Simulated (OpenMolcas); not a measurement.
3d along the 19-electron sequence

* Program: OpenMolcas
* Method: XMS-CASPT2, IPEA 0.25 Eh, imaginary shift 0.1 Eh
* Basis: ANO-RCC-VTZP
* Scalar Hamiltonian: DKH2, point nucleus
* Spin-orbit coupling: RASSI with atomic mean-field integrals over the reference wave functions, term energies averaged over their components

Active space for each ion: 1 electron in 10 orbitals (3d 4d); closed shells correlated by CASPT2: 3s 3p.

Computed levels in cm-1 above ²D_3/2:

| Level | V4+ | Cr5+ | Mn6+ | Fe7+ |
| --- | --- | --- | --- | --- |
| ²D_5/2 | 612 | 923 | 1329 | 1808 |
| weight of ²D in the lowest level (%) | 100 | 100 | 100 | 100 |

Measured, with the error of the calculation in %. Measured levels: V4+ from Sugar and Corliss, J. Phys. Chem. Ref. Data 7, 1191 (1978); Cr5+ from Sugar and Corliss, J. Phys. Chem. Ref. Data 6, 317 (1977); Mn6+ from Corliss and Sugar, J. Phys. Chem. Ref. Data 6, 1253 (1977); Fe7+ from Corliss and Sugar, J. Phys. Chem. Ref. Data 11, 135 (1982).

```
 Level         V4+        Cr5+         Mn6+         Fe7+
²D_5/2  625 (-2.1)  940 (-1.8)  1350 (-1.6)  1836 (-1.5)
```

The fine-structure level ²D_5/2 changes by a factor of 2.95 from V4+ to Fe7+. Its fourth root runs 4.97, 5.51, 6.04, 6.52, with steps per unit of Z of 0.54, 0.53, 0.48; equal steps would mean a (Z - σ)^4 law with constant σ.

CASPT2 breaks the degeneracy within a term, and the mean is taken; among the terms shown or strongly mixed into the levels shown the widest spread is 79 cm-1 (3d ²D, Fe7+). With one active electron outside closed inactive shells, the extra shells (4d) add no correlation to the reference. With one active electron, CASPT2 adds the correlation within the correlated inactive shells and between them and that electron, and leaves the splitting within a term as the reference gives it. Measured partners are found by configuration, term and J. A level has none where our copy of the source lacks it or the pairing is in doubt (some pairs that miss far off the trend of their configuration count as doubtful), and it then counts in no deviation. Levels of configurations outside the active space are missing.
